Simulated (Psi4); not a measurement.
I₃Pb (SMILES [I][Pb-]([I])[I]), charge -1, singlet, geometry from GFN2-xTB (such geometries of metal compounds can be far from the true shape) (core potentials on I, Pb) (a gas-phase anion, which may not be bound at this level), with bond 4-1 at 2.0 times its length. Base run: B3LYP/def2-SVP in Psi4.

Here is a job for Psi4.
```
memory 2 GB

molecule mol {
-1 1
  Pb   -0.008011   -0.009412    0.810548
  I     0.428983   -2.525290   -0.443200
  I     1.982873    1.637600   -0.379501
  I    -4.790912    1.813917   -1.673255
}

set basis def2-svp
set reference rks

energy('b3lyp')
print_variables()
```

Each row names what was changed in the base input (with any setting that the change needs).

```tsv
change	ΔE vs base (mEh)	SCF cycles	grid points	basis functions	outcome
base	0.000	13	82975	104	converged
dft_pruning_scheme = treutler	0.000	13	82975	104	converged
basis_guess = sto-3g	-	-	-	-	input refused
ints_tolerance = 1e-8	0.000	13	82975	104	converged
dft_spherical_points = 110	0.434	13	30272	104	converged
e_convergence = 1e-4	0.000	13	82975	104	converged
guess = sadno	0.000	23	82975	104	converged
guess = gwh	0.000	14	82975	104	converged
level_shift = 1.0	0.000	17	82975	104	converged
basis_guess = true	0.000	1	82975	104	converged
guess = sap	0.000	21	82975	104	converged
dft_nuclear_scheme = becke	-0.005	13	82961	104	converged
dft_spherical_points = 590	0.039	13	160376	104	converged
```

A gas-phase anion may not be bound at this level; its values then depend on the basis.

- basis_guess = sto-3g: ended with `psi4.driver.qcdb.exceptions.BasisSetNotFound: BasisSet::construct: Unable to find a basis set for atom 1 for key BASIS among:`
